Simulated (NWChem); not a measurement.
C2H3Br; SMILES C=CBr

All runs: NWChem. Medium grid unless said otherwise, to which SCAN and Minnesota functionals are sensitive. The geometry was optimised at PBE0/def2-SVP.

Task: Order these by “highest occupied level (eV)”, lowest first: M06-2X/def2-TZVPD; PBE0/def2-TZVPD; TPSS/def2-TZVPD; Hartree-Fock/def2-TZVPD.

Result: Hartree-Fock/def2-TZVPD (-9.90), M06-2X/def2-TZVPD (-8.59), PBE0/def2-TZVPD (-7.44), TPSS/def2-TZVPD (-6.35)
